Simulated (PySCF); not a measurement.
# [NdBr2]+ at several levels of theory

Computed with PySCF 2.14.0 (density fitting, no spin-orbit coupling) at the geometry relaxed with PBE0:

```xyz
3
[NdBr2]+ (singlet in the valence; each metal's 4f electrons, 3 of them, lie in its core potential, out of spins and levels)
Nd    0.0000    0.0000   -0.8546
Br    2.0778    0.0000    0.6702
Br   -2.0778    0.0000    0.6702
```

```json
{"level": "PBE0", "basis": "Nd lcecp-1-SVP with ECP49, Br def2-SVP", "state": "singlet", "HOMO (eV)": "-12.81", "gap (eV)": "5.13", "charge on Nd1 (e)": "1.26", "population of f-type functions on Nd1 (polarisation alone where 4f lies in the core)": "0.04", "dipole about the centre of mass (D)": "7.70", "largest force component (eV/Å)": "0.02"}
{"level": "TPSS", "basis": "the same", "state": "singlet", "HOMO (eV)": "-11.73", "gap (eV)": "3.52", "charge on Nd1 (e)": "1.23", "population of f-type functions on Nd1 (polarisation alone where 4f lies in the core)": "0.04", "dipole about the centre of mass (D)": "7.41", "largest force component (eV/Å)": "0.39"}
{"level": "PBE0", "basis": "Nd lcecp-1-TZVP with ECP49, Br def2-TZVP", "state": "singlet", "HOMO (eV)": "-12.76", "gap (eV)": "5.18", "charge on Nd1 (e)": "1.56", "population of f-type functions on Nd1 (polarisation alone where 4f lies in the core)": "0.05", "dipole about the centre of mass (D)": "7.63", "largest force component (eV/Å)": "0.07"}
```

In the lcecp rows the 4f levels are missing from HOMO and gap, and the state counts the valence alone.

Charges are Mulliken's, which hang on the basis. The relaxation used the grid (50, 194), these runs (75, 302) or, all-electron (x2c bases, spin-free X2C Hamiltonian), (99, 590).

Question: What does BP86 with Nd lcecp-1-SVP with ECP49, Br def2-SVP give here?

Answer: state singlet, HOMO (eV) -11.75, gap (eV) 3.42, charge on Nd1 (e) 1.13, population of f-type functions on Nd1 (polarisation alone where 4f lies in the core) 0.04, dipole about the centre of mass (D) 7.11, largest force component (eV/Å) 0.32. Time: 4.5 s on 2 threads of Arm Neoverse V2 (shared host), from an already converged density.

In the first row's basis the gap widens with exact exchange: 3.4 to 3.5 eV for BP86, TPSS (none); 5.1 eV for PBE0 (a fixed share).

An lcecp potential fixes the number of 4f electrons, so in runs with it no electron can move into or out of that shell.
